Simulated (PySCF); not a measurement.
Below is a simulated gas-phase C 1s photoelectron spectrum of `CC/C=P\C(F)(F)F`.

Every computed line was given a Gaussian of 0.4 eV full width at half maximum and an area set by the number of equivalent atoms; the highest printed point is 100. Computed, not measured: delta-SCF UKS SCAN, pcX-2 on the ionised atom, pcseg-1 elsewhere, spin-free X2C in PySCF.

| binding energy (eV) | intensity |
| --- | --- |
| 290.4 | 0 |
| 290.6 | 8 |
| 290.8 | 53 |
| 291.0 | 100 |
| 291.2 | 76 |
| 291.4 | 28 |
| 291.6 | 4 |
| 291.8 | 0 |
| 292.0 | 0 |
| 292.2 | 0 |
| 292.4 | 0 |
| 292.6 | 0 |
| 292.8 | 0 |
| 293.0 | 0 |
| 293.2 | 0 |
| 293.4 | 0 |
| 293.6 | 0 |
| 293.8 | 0 |
| 294.0 | 0 |
| 294.2 | 0 |
| 294.4 | 0 |
| 294.6 | 0 |
| 294.8 | 0 |
| 295.0 | 0 |
| 295.2 | 0 |
| 295.4 | 0 |
| 295.6 | 0 |
| 295.8 | 0 |
| 296.0 | 0 |
| 296.2 | 0 |
| 296.4 | 0 |
| 296.6 | 0 |
| 296.8 | 0 |
| 297.0 | 1 |
| 297.2 | 9 |
| 297.4 | 35 |
| 297.6 | 35 |
| 297.8 | 9 |
| 298.0 | 1 |

Question: Count the maxima, the lines and the sites behind this envelope.

Answer: The curve has 2 maxima (at 291.0 and 297.5 eV). Under it lie 4 lines from 4 inequivalent carbon sites. At this width some lines have no maximum of their own.

Question: Decompose the envelope and assign each component. Numbering: `[CH3:1][CH2:2]/[CH:3]=[P:4]\[C:5]([F:6])([F:7])[F:8]`.

Answer: 
```csv
position (eV),relative area,line,atoms,environment
290.94,1,C 1s,C1,methyl carbon
291.00,1,C 1s,C3,"carbon bonded to C, P and H"
291.22,1,C 1s,C2,chain CH2 carbon
297.50,1,C 1s,C5,CF3 carbon
```

Lowest listed C 1s: C1, bonded to C and 3 H. Highest, 6.56 eV above it: C5, bonded to 3 F and P. Summing the Pauling electronegativity differences to the bonded atoms, each weighted by its formal bond order, gives -1.05 for the lowest site and +3.93 for the highest; no listed site has a larger sum than the highest. The smallest sum, -1.07, belongs to C3, 0.06 eV above the lowest.

No satellites, vibrations or lifetime broadening are included. Spin contamination (⟨S²⟩ against 0.75 for a pure doublet) is marked for C 1s of C3 (0.90), which makes this value less certain. Geometry: PBE0-D3(BJ)/def2-SVP, one conformer, isolated molecule.

Conformer computed: `[CH3:1][CH2:2]/[CH:3]=[P:4]\[C:5]([F:6])([F:7])[F:8]`: C1–C2–C3–P4 -114°, C3–P4–C5–F6 178°.
